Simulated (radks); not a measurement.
Successive ionisation energies (eV) of one element, from differences of total energies of ions in their ground configurations, starting at charge 44: 3562.1, 3655.6, 3747.8, 4036.6, 4137.2, 9533.3, 9784.7, 10031.6, 10369.8, 10630.7, 10886.7, 11649.7, 11903.2, 48635, 49712. Calculated with a radial shooting solver on a logarithmic mesh with Libxc functionals: scalar-relativistic Kohn-Sham, exchange-only LDA, spin-polarised, spherical densities, point nucleus; open shells are filled with parallel spins first (spin-orbit coupling, left out, can overturn this in heavy ions). Which element is it?

Answer. Praseodymium (Z = 59). The first species listed is Pr44+ in [Ne] 3s2 3p3, the last Pr58+ in 1s1.
